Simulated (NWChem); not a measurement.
# C3H3BF2; SMILES C(#CB(F)F)C

Results from NWChem. Structure relaxed at the PBE0/def2-SVP level.

For level PW6B95/def2-TZVP:

highest occupied level (eV): -8.26
orbital gap (eV): 7.17

**Question.** How do the values read with level TPSSh/def2-TZVP instead?

**Answer.** 
| Quantity | Result |
|---|---|
| highest occupied level (eV) | -7.44 |
| orbital gap (eV) | 5.91 |
